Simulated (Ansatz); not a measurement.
`CC[O][Ga]([F])[Cl]` → `[OH][Ga]([F])[Cl]` + `C=C` at 298.15 K and 1 bar (alkene loss).

Isolated molecules relaxed with PBE0-D4/def2-TZVP in Ansatz; ΔE leaves out vibrations. CCSD(T)/CBS adds triple-zeta CCSD(T) − MP2 to the extrapolated MP2 energy (def2 sets, frozen cores). This one scheme is used for every species. For Ga outer-core shells are correlated without core-valence functions, which leaves a few kJ/mol of doubt a bond. Scalar relativity is left out up to krypton. Each species was taken in one conformer, which may not be the lowest.

```json
{"species": "`CC[O][Ga]([F])[Cl]`", "CCSD(T)/CBS energy (Eh)": "-2637.91891", "H − E (kJ/mol)": "218.4", "S (J/(mol·K))": "396.3"}
{"species": "`[OH][Ga]([F])[Cl]`", "CCSD(T)/CBS energy (Eh)": "-2559.41427", "H − E (kJ/mol)": "62.0", "S (J/(mol·K))": "324.1"}
{"species": "`C=C`", "CCSD(T)/CBS energy (Eh)": "-78.48111", "H − E (kJ/mol)": "144.6", "S (J/(mol·K))": "218.9"}
```

H − E and S are ideal-gas, rigid-rotor, harmonic terms from PBE0-D4/def2-TZVP, for one conformer and one mirror image of each species. 1 Eh = 2625.50 kJ/mol, R = 8.31446 J/(mol·K).

Task: By hand: ΔE, ΔH, ΔS and ΔG.

Result: ΔE = (-2559.41427) + (-78.48111) − (-2637.91891) = 0.02353 Eh = 61.8 kJ/mol. Δ(H − E) = 62.0 + 144.6 − 218.4 = -11.8, so ΔH = 50.0 kJ/mol. ΔS = 324.1 + 218.9 − 396.3 = 146.7 J/(mol·K). ΔG = 50.0 − 298.15 × (146.7)/1000 = 6.3 kJ/mol.

Task: By hand: the equilibrium constant, and the temperature at which ΔG would vanish if ΔH and ΔS stayed fixed.

Result: log₁₀ K = −ΔG/(RT ln 10) = -1.1. ΔG = 0 at ΔH/ΔS = 341 K.

The number of gas molecules changes by +1, which sets the sign of ΔS. A doubt of 5 kJ/mol in ΔE shifts log₁₀ K by 0.9 here. Other conformers and mirror images would add mixing entropy, several J/(mol·K) or more a flexible species. Modes under 60 cm⁻¹, often nearly free rotors, make the harmonic entropy too high. These are equilibria of isolated gas molecules and say nothing of rates. Largest T1 diagnostic: 0.014 (customary marks: 0.02 for closed shells, 0.045 for open ones).
